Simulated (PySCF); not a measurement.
F₃H₃HfO₂, SMILES [OH2]->[Hf]([OH])([F])([F])[F], multiplicity 1. Geometry optimised at B3LYP-D3(BJ)/def2-SVP. The spin state was assumed, not searched. The def2 effective core potentials stand for the cores of Hf; spin–orbit coupling is left out. One conformer was computed; it need not be the lowest.

Method: B3LYP-D3(BJ)/def2-SVP run with PySCF 2.14.0.

Harmonic wavenumbers (cm⁻¹): 81, 90, 146, 148, 184, 192, 203, 241, 289, 318, 319, 382, 524, 623, 630, 647, 715, 1587, 3778, 3875, 3992. Rotational constants (GHz): 2.434, 1.817, 1.767; symmetry number 1.

**Question.** Work out the zero-point energy and the ideal-gas rigid-rotor harmonic-oscillator thermochemistry at 298.15 K and 1 atm.

**Answer.** ZPE = ½ Σ hcν = ½ × 18965 cm⁻¹ = 27.11 kcal/mol. H − E(el) = 34.09 kcal/mol. Entropy in cal/(mol K): translation 42.68, rotation 28.11, vibration 28.57, total 99.37. G − E(el) = 4.46 kcal/mol. Cp = 34.42 cal/(mol K). Modes under 150 cm⁻¹ make the vibrational entropy uncertain.
